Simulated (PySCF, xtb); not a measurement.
Si(OSiH3)(Me)(Cl)2 (CH₆Cl₂OSi₂), SMILES Cl[Si](C)(Cl)O[SiH3].

GFN2-xTB in xtb at its own geometry gives an orbital gap of 5.99 eV and a dipole moment of 2.46 D.

Geometry optimised at B3LYP-D3(BJ)/def2-SVP. Other conformers were not sampled.

Task: What does r2SCAN/def2-TZVP in PySCF give? (Estimate from the structure and the level; the computed values follow.)

Result: gap 7.37 eV (levels -7.89 and -0.52 eV), dipole 1.67 D.
